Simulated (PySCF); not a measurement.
Cd(H)(SeH), H2CdSe, SMILES [SeH][CdH] (B3LYP/def2-SVP optimised geometry):

```
4

Cd     0.426    -0.728     0.000
H      2.103    -0.750     0.000
Se    -2.066    -0.728     0.000
H     -2.103     0.750     0.000
```

Calculation: PySCF 2.14.0 with B3LYP/def2-TZVP, def2 effective core potentials past Kr.

**Question.** What are the frontier orbital energies and the dipole moment?

**Answer.** HOMO-2 -9.25 eV, HOMO-1 -7.64 eV, HOMO -6.53 eV, LUMO -1.19 eV, LUMO+1 -1.01 eV; dipole moment 1.31 D.

On the same geometry PBE/def2-TZVP, def2 effective core potentials past Kr (PySCF) gives HOMO-2 -8.27 eV, HOMO-1 -6.83 eV, HOMO -5.66 eV, LUMO -1.60 eV, LUMO+1 -1.51 eV; dipole moment 1.24 D.
